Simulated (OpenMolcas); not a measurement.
# I VI: effect of the basis set

```yaml
Program: OpenMolcas 26.06
Method: CASSCF
Active_space: 2 electrons in 4 orbitals (5s 5p)
State_averaging: 2S+1 = 3 even, 3 roots; 2S+1 = 1 even, 7 roots; 2S+1 = 3 odd, 3 roots; 2S+1 = 1 odd, 3 roots
Spin-orbit_coupling: RASSI with atomic mean-field integrals over the reference wave functions, term energies averaged over their components
```

A. ANO-R1 [6s5p3d1f], X2C, finite nucleus; cost roughly 10 core-seconds
B. ANO-RCC-VDZP [6s5p3d1f], DKH2, point nucleus; cost about 11 core-seconds
C. ANO-R2 [7s6p4d2f1g], X2C, finite nucleus; cost of the order of 24 core-seconds
D. ANO-RCC-VTZP [7s6p4d2f1g], DKH2, point nucleus; cost about 22 core-seconds
E. ANO-RCC-VQZP [8s7p5d3f2g], DKH2, point nucleus; cost about 30 core-seconds
F. ANO-R3 [8s7p5d4f3g2h], X2C, finite nucleus; cost roughly 70 core-seconds

Energies in cm⁻¹ above 5s² ¹S₀, the measured ground level; measured values from the list in Rauch et al., Astron. Astrophys. 606, A105 (2017).

```json
{"Level": "5s² ¹S₀", "A": "0.0", "B": "0.0", "C": "0.0", "D": "0.0", "E": "0.0", "F": "0.0", "Measured": "0.0"}
{"Level": "5s 5p ³P°₀", "A": "77196", "B": "81832", "C": "81023", "D": "81765", "E": "81510", "F": "81797", "Measured": "85666"}
{"Level": "5s 5p ³P°₁", "A": "80868", "B": "85317", "C": "84564", "D": "85462", "E": "84929", "F": "85204", "Measured": "89262"}
{"Level": "5s 5p ³P°₂", "A": "90278", "B": "94169", "C": "93425", "D": "94774", "E": "93424", "F": "93685", "Measured": "99685"}
{"Level": "5s 5p ¹P°₁", "A": "133248", "B": "136290", "C": "135931", "D": "137067", "E": "136766", "F": "136895", "Measured": "127424"}
{"Level": "5p² ³P₀", "A": "189923", "B": "200395", "C": "198798", "D": "200773", "E": "200047", "F": "200604", "Measured": "200085"}
{"Level": "5p² ³P₁", "A": "196973", "B": "206998", "C": "205316", "D": "207717", "E": "206233", "F": "206798", "Measured": "208474"}
{"Level": "5p² ³P₂", "A": "202416", "B": "212232", "C": "210567", "D": "213066", "E": "211398", "F": "211948", "Measured": ""}
{"Level": "5p² ¹D₂", "A": "217170", "B": "226517", "C": "224968", "D": "227626", "E": "225691", "F": "226209", "Measured": "209432"}
{"Level": "5p² ¹S₀", "A": "243011", "B": "251718", "C": "250693", "D": "252914", "E": "251843", "F": "252245", "Measured": "245658"}
```

Deviations, from unrounded energies. A percentage is the sum of absolute deviations over the sum of measured energies, with the sign that they share, or ± where signs differ.

| Against measurement | Levels | A | B | C | D | E | F |
| --- | --- | --- | --- | --- | --- | --- | --- |
| mean absolute deviation (cm-1) | 8 | 8000 | 5900 | 6100 | 6100 | 6100 | 6100 |
| other configurations (%) | 8 | ±5.1 | ±3.7 | ±3.9 | ±3.9 | ±3.9 | ±3.9 |

B, C, D, E, F lie about equally close to measurement and A furthest from it. The largest miss of B in the table is 5p² ¹D₂, by +17000 cm-1. The ranking rests on the paired levels alone, and a cruder setting can come out closer through cancelling errors.

Among A to F the level of the table that moves most is 5p² ³P₀, by 11000 cm-1 (lowest in A, highest in D).

The ¹D term of p² mixes with s d, which this space lacks. The basis is small and was not contracted for so high a charge (holds for A; B). Computed and measured levels are paired by configuration, term and J; levels that our copy of the source lacks, or whose pairing is in doubt (as where it misses far off the trend of its configuration), stay unpaired and out of the deviations. Only configurations of the active space appear.

° marks odd parity.
